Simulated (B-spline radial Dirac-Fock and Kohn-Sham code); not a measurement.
The L2-M23M23 Auger spectrum of Ag²⁺

System: Ag²⁺ in the configuration 1s2 2s2 2p6 3s2 3p6 3d10 4s2 4p6 4d9, inside a Watson sphere of charge -2 and radius 2.4 Å (a model of the Madelung potential; inside it an electron's potential energy is raised by 12.0 eV).

Method: relaxed Dirac-Fock hole states (ΔSCF) with Breit and QED corrections and a finite nucleus. Computed with an atomic code on a B-spline grid. The two-hole levels come from diagonalising the Coulomb interaction among the jj configurations; intensities are independent-particle Coulomb rates. Kinetic energies are from the vacuum level. The model has no electron correlation. Open outer shells are spectators and are not coupled to the holes.

```tsv
kinetic energy (eV)	J	leading jj holes (weight)	leading LS term (weight)
2249.1	0	M2M2 (0.97)	³P0 (0.51)
2283.5	2	M2M3 (0.99)	¹D2 (0.76)
2289.4	1	M2M3 (1.00)	³P1 (1.00)
2309.2	0	M3M3 (0.97)	¹S0 (0.51)
2318.9	2	M3M3 (0.99)	³P2 (0.76)
```

The intensity is shared as follows: 2283.5 eV 52.3 %, 2249.1 eV 23.6 %, 2289.4 eV 23.6 %, 2318.9 eV 0.5 %, 2309.2 eV 0.0 %.

The strongest line, by its leading LS label ¹D2, lies at 2283.5 eV. The mean weight of the leading component is 0.98 in jj and 0.71 in LS coupling, so jj labels describe these levels better.
